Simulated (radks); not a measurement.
Values are calculated unless marked as measured or tabulated.
Question: The mean radii <r> (bohr) of the occupied orbitals of an atom or ion are listed with their occupations. Code: a radial shooting solver on a logarithmic mesh with Libxc functionals. Model: scalar-relativistic Kohn-Sham, r2SCAN, spin-polarised, spherical densities, finite nucleus; meta-GGA in the generalised Kohn-Sham scheme; Fermi nuclear charge, rms radius of each element as measured or else 0.836 A^(1/3) + 0.57 fm.

| orbital | occ. | <r> |
|---|---|---|
| 1s | 2 | 0.03997 |

Name the element and its charge. Open shells, if any, are filled with parallel spins first.

Answer: Z = 37, rubidium, charge +35: Rb35+ in [He]. The 1s radius gives Z: for a bare nucleus <r> = (2 gamma + 1)/(2Z) with gamma = sqrt(1 - (Z/c)^2), 0.03954 bohr for Z = 37, and screening makes it slightly larger (0.03997 here). The occupations add up to 2, and the charge is Z minus that.
